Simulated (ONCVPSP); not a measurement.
Cutoff test, sulfur, ONCV

```json
{
  "Element": "sulfur",
  "Generator": "ONCVPSP 4.0.1",
  "Type": "optimised norm-conserving Vanderbilt (ONCV)",
  "Functional": "LDA (Perdew-Zunger)",
  "Relativity": "scalar-relativistic",
  "Frozen core": "[He]",
  "Valence charge": "14",
  "Reference configuration": "2s2 2p6 3s2 3p4",
  "Partial waves": "2s+3s: rc 0.85 bohr, ncon 3, nbas 8, qcut 11.4 1/bohr, 2 projectors; 2p+3p: rc 0.80 bohr, ncon 4, nbas 8, qcut 20.6 1/bohr, 2 projectors; d scattering state at 0.35 Ha: rc 0.75 bohr, ncon 3, nbas 6, qcut 11.2 1/bohr, 2 projectors, debl 3.4 Ha",
  "Local potential": "polynomial inside 0.60 bohr (lpopt 4, dvloc0 0 Ha)",
  "Core correction": "Teter function fitted to the true core (icmod 2), fcfact 0.25"
}
```

**Question.** For each optimised wave give the share of its norm inside rc, the residual kinetic energy above qcut (Ha) and the cutoffs (Ha) for errors of 10, 1, 0.1 and 0.01 mHa per electron.

**Answer.**

| wave | norm inside rc | residual KE | 10 mHa | 1 mHa | 0.1 mHa | 0.01 mHa |
| --- | --- | --- | --- | --- | --- | --- |
| 2s | 0.945 | 1.5e-06 | 34.8 | 44.5 | 52.6 | 59.3 |
| 3s | 0.063 | 1.1e-05 | 26.9 | 36.3 | 44.1 | 69.2 |
| 2p | 0.929 | 9.1e-08 | 124.7 | 149.3 | 169.5 | 185.7 |
| 3p | 0.038 | 8.2e-08 | 100.5 | 133.1 | 158.9 | 180.2 |
| d projector 1 | 0.020 | 2.1e-04 | 26.5 | 48.5 | 73.5 | 226.4 |
| d projector 2 | 0.092 | 2.2e-03 | 49.5 | 69.6 | 142.9 | 353.0 |

The occupied waves need 149 Ha and 169 Ha for 1 and 0.1 mHa.
